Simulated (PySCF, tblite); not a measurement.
Give a GFN2-xTB geometry of InChI=1S/C6H4N4/c1-3-5-6(4-7)9-10(2)8-5/h1H,2H3.

```
atom  x, y, z in Å
C1    -3.2327   -0.9878    0.8013
C2    -2.1121   -0.6537    0.5305
C3    -0.8186   -0.2348    0.1878
N4     0.3061   -0.7790    0.6433
N5     1.2703   -0.0967    0.0770
C6     2.6509   -0.3705    0.3305
N7     0.8865    0.8614   -0.7206
C8    -0.4451    0.8215   -0.6907
C9    -1.2854    1.6778   -1.4158
N10   -2.0034    2.3589   -1.9937
H11   -4.2096   -1.2816    1.0440
H12    2.7669   -1.4358    0.5207
H13    2.9948    0.1888    1.2033
H14    3.2306   -0.0690   -0.5398
```

Any rigid rotation of these coordinates is as good. Atoms count from 1 in this order. The 4 C–C bonds span 1.200 Å (C1≡C2, drawn triple) to 1.424 Å (C3–C8, aromatic), a spread of 0.224 Å. The 10 heavy atoms lie in one plane (0.003 Å rms). N5 (pyrrole-type nitrogen) is planar (angles 122.3°, 122.2° and 115.5°, sum 360.0°, 0.01 Å off the plane of its three neighbours). The 5-membered ring C3–N4–N5–N7–C8 has internal angles of 105.0° to 115.5°; it is planar, 0.00 Å rms from its mean plane, widest ring torsion 0°.

Bonds between heavy atoms (Å): C1≡C2 1.200, C2–C3 1.402, C3–N4 1.330, N4–N5 1.310, N5–C6 1.430, N5–N7 1.304, N7–C8 1.333, C8–C9 1.402, C9≡N10 1.146, C3–C8 1.424.

Computed geometry: GFN2-xTB, gas phase.

Its lowest GFN2-xTB frequency is 14 cm⁻¹, too small to tell a flat minimum from a shallow saddle.
